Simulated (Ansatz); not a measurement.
**Worked example: a bond strength in GeSiH4F2 (SMILES F[SiH](F)[GeH3])**

GeSiH4F2: 8 atoms, total charge 0, spin state singlet. SMILES: `F[SiH](F)[GeH3]`. The shape was relaxed beforehand at r2SCAN/def2-SVP.

```xyz
8

F     1.2849   -1.4385    1.2088
Si    1.1363   -0.1149    0.2852
F     1.9779   -0.3895   -1.0726
Ge   -1.1441    0.1716   -0.2758
H     1.7871    1.0123    1.0011
H    -1.9786    0.3878    0.9941
H    -1.6568   -1.0769   -1.0043
H    -1.3148    1.3910   -1.1921
```

Wanted: the dissociation energy of the Si2–F1 bond into doublet GeSiH4F and doublet F (shapes relaxed at r2SCAN/def2-SVP, no zero-point term). 1 Eh = 2625.50 kJ/mol = 27.2114 eV. Totals in Eh; open shells run unrestricted unless said.

| level | program | GeSiH4F2 | doublet GeSiH4F | doublet F |
| --- | --- | --- | --- | --- |
| HF/def2-SVP | Ansatz | -2565.102567 | -2465.637339 | -99.284051 |
| PBE/def2-SVP | Ansatz | -2567.519174 | -2467.736577 | -99.539757 |
| r2SCAN/def2-SVP | Ansatz | -2568.069846 | -2468.233014 | -99.598774 |

Task: Work out the dissociation energy at each level.

Result: 
1. HF/def2-SVP: (-2465.637339) + (-99.284051) − (-2565.102567) = 0.181177 Eh = 475.7 kJ/mol = 4.93 eV.
2. PBE/def2-SVP: (-2467.736577) + (-99.539757) − (-2567.519174) = 0.242840 Eh = 637.6 kJ/mol = 6.61 eV.
3. r2SCAN/def2-SVP: (-2468.233014) + (-99.598774) − (-2568.069846) = 0.238058 Eh = 625.0 kJ/mol = 6.48 eV.

The levels span 476 to 638 kJ/mol; no measured value is set beside them. Hartree–Fock lacks the correlation of the bonding electrons, so it comes out low. A bond enthalpy at 298 K also holds the loss of zero-point energy and thermal terms.
